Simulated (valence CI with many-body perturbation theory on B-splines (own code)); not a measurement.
The numbers below are computed, except where a source is named.
Energy levels of Er³⁶⁺

Level of theory: valence CI with perturbative core correlation (CI+MBPT): four valence electrons over a frozen Dirac-Fock core [Ar] 3d10, a basis of 11 s, 11 p, 10 d, 8 f, 5 g, 2 h functions for each j, with the one-electron correlation potential Σ1, the two-electron term Σ2, the three-electron term Σ3, Breit, model QED; selected CI, second order for the rest, scaled by the run's own slope (own B-spline code, finite nucleus).

No measured spectrum was set against this ion. As an estimate, large intervals hold to a few tenths of a per cent, small ones and those within an open d or f shell to about a per cent. Among the levels kept, up to 390 cm⁻¹ of a level comes from second order outside the variational space, and about a tenth of that is noise between levels of different J, which matters for small intervals.

Levels 136 to 180 of 188, with energies above the lowest level, (4s^2 4p1/2^2) J=0. "Leading %" is the weight of the configuration and term that name the level; weights of strongly mixed levels are sums over their largest components and can fall short, so below about 35 % the name and the second component can differ from the true leading terms, or belong to a minority configuration. In the jj column 3d3/2^4 stands for four electrons in 3d with j = 3/2.

```tsv
No.	Configuration	Term	J	E (eV)	Leading %	Leading jj	Second component
136	4s4p4d²	⁵D°	3	478.89	10	4s 4p1/2 4d3/2 4d5/2 (57 %)	10 % 4p³4d ³G°
137	4s4p4d²	⁵D°	2	479.83	28	4s 4p1/2 4d3/2 4d5/2 (54 %)	16 % 4s4p4d² ⁵P°
138	4p³4d	¹G°	4	484.01	19	4s 4p1/2 4d3/2 4d5/2 (37 %)	15 % 4p³4d ⁵D°
139	4s4p²4f	³D°	3	484.03	15	4p1/2 4p3/2^2 4d5/2 (44 %)	15 % 4p³4d ³D°
140	4p³4d	³F°	4	485.85	26	4p1/2 4p3/2^2 4d5/2 (34 %)	10 % 4s4p4d² ⁵G°
141	4p³4d	³F°	2	486.04	46	4p1/2 4p3/2^2 4d3/2 (67 %)	16 % 4p³4d ¹D°
142	4p³4d	³D°	3	486.15	16	4s 4p1/2 4p3/2 4f5/2 (30 %)	13 % 4s4p²4f ⁵D°
143	4s4p4d²	³H°	4	486.73	25	4s 4p1/2 4d3/2 4d5/2 (28 %)	14 % 4p³4d ³G°
144	4p³4d	³P°	2	487.91	12	4s 4p1/2 4d3/2 4d5/2 (32 %)	10 % 4s4p²4f ⁵D°
145	4s4p4d²	³G°	3	489.38	34	4s 4p1/2 4d3/2 4d5/2 (50 %)	8 % 4p³4d ³F°
146	4p³4d	¹P°	1	489.60	20	4p1/2 4p3/2^2 4d3/2 (41 %)	12 % 4p³4d ³S°
147	4s4p4d²	⁵D°	3	490.26	25	4s 4p1/2 4d3/2 4d5/2 (66 %)	10 % 4s4p4d² ⁵F°
148	4s4p²4f	⁵G°	5	490.59	34	4s 4p1/2 4p3/2 4f7/2 (60 %)	16 % 4s4p4d² ⁵G°
149	4s4p4d²	⁵D°	4	491.14	17	4s 4p1/2 4d5/2^2 (35 %)	13 % 4p³4d ³F°
150	4s4p4d²	³F°	2	491.54	19	4p1/2 4p3/2^2 4d3/2 (31 %)	13 % 4s4p²4f ⁵G°
151	4s4p²4f	⁵F°	1	492.11	66	4s 4p1/2 4p3/2 4f5/2 (85 %)	13 % 4s4p²4f ³D°
152	4s4p²4f	⁵F°	2	492.35	22	4s 4p1/2 4p3/2 4f5/2 (50 %)	8 % 4s4p²4f ⁵G°
153	4s4p²4f	⁵G°	3	492.96	30	4s 4p1/2 4p3/2 4f5/2 (60 %)	14 % 4s4p²4f ³G°
154	4s4p²4f	⁵G°	4	493.44	24	4s 4p1/2 4p3/2 4f5/2 (30 %)	16 % 4s4p4d² ⁵D°
155	4s4p4d²	⁵D°	2	493.45	22	4s 4p1/2 4d3/2 4d5/2 (76 %)	21 % 4s4p4d² ⁵S°
156	4s4p4d²	³D°	1	494.46	36	4s 4p1/2 4d3/2 4d5/2 (29 %)	9 % 4p³4d ¹P°
157	4s4p²4f	⁵G°	5	494.86	21	4s 4p1/2 4p3/2 4f7/2 (35 %)	17 % 4s4p4d² ⁵G°
158	4s4p²4f	⁵F°	2	495.08	13	4s 4p1/2 4p3/2 4f7/2 (34 %)	11 % 4s4p²4f ³F°
159	4s4p²4f	⁵G°	4	495.33	19	4p1/2 4p3/2^2 4d5/2 (33 %)	14 % 4p³4d ³F°
160	4s4p²4f	³G°	5	495.74	30	4s 4p1/2 4p3/2 4f7/2 (48 %)	28 % 4p³4d ³G°
161	4p³4d	³P°	0	496.63	41	4p1/2 4p3/2^2 4d5/2 (62 %)	24 % 4p³4d ¹S°
162	4s4p²4f	³G°	3	496.66	27	4s 4p1/2 4p3/2 4f7/2 (61 %)	15 % 4s4p²4f ³F°
163	4p³4d	³D°	1	497.19	17	4p1/2 4p3/2^2 4d5/2 (40 %)	16 % 4p³4d ³P°
164	4p³4d	³D°	2	498.00	10	4s 4p1/2 4d5/2^2 (41 %)	10 % 4s4p4d² ³P°
165	4s4p²4f	³H°	6	498.32	48	4s 4p1/2 4p3/2 4f7/2 (91 %)	45 % 4s4p²4f ⁵G°
166	4s4p4d²	³G°	3	499.18	16	4s 4p1/2 4p3/2 4f5/2 (37 %)	12 % 4s4p²4f ³F°
167	4s4p²4f	⁵F°	5	499.73	21	4s 4p1/2 4p3/2 4f7/2 (38 %)	20 % 4s4p²4f ³H°
168	4s4p²4f	³G°	4	500.32	26	4s 4p1/2 4p3/2 4f5/2 (48 %)	15 % 4s4p²4f ⁵D°
169	4s4p4d²	³P°	0	500.37	45	4s 4p1/2 4d3/2 4d5/2 (46 %)	14 % 4s4p4d² ¹S°
170	4s4p²4f	³F°	2	500.59	16	4s 4p1/2 4p3/2 4f5/2 (57 %)	12 % 4s4p²4f ⁵D°
171	4p³4d	³S°	1	500.87	13	4s 4p1/2 4p3/2 4f5/2 (37 %)	13 % 4s4p²4f ⁵D°
172	4s4p²4f	³F°	3	501.07	16	4s 4p1/2 4p3/2 4f5/2 (36 %)	14 % 4s4p²4f ⁵D°
173	4p³4d	³D°	1	501.26	25	4p1/2 4p3/2^2 4d3/2 (53 %)	18 % 4p³4d ¹P°
174	4s4p4d²	⁵D°	3	501.72	15	4s 4p1/2 4d5/2^2 (58 %)	15 % 4s4p4d² ³F°
175	4s4p²4f	⁵D°	0	501.97	44	4s 4p1/2 4p3/2 4f5/2 (79 %)	39 % 4s4p²4f ³P°
176	4s4p²4f	⁵D°	2	502.07	21	4s 4p1/2 4p3/2 4f7/2 (40 %)	12 % 4s4p²4f ³D°
177	4s4p²4f	⁵D°	1	502.20	24	4s 4p1/2 4p3/2 4f5/2 (43 %)	20 % 4s4p²4f ³P°
178	4p³4d	³P°	2	502.34	10	4p1/2 4p3/2^2 4d5/2 (18 %)	9 % 4s4p²4f ³D°
179	4s4p²4f	³F°	4	503.99	28	4s 4p1/2 4p3/2 4f7/2 (70 %)	23 % 4s4p²4f ³G°
180	4p³4d	³P°	2	504.40	20	4p1/2 4p3/2^2 4d5/2 (54 %)	14 % 4p³4d ³D°
```

Where two levels of one J and parity lie close, their mixing, g and order are uncertain.
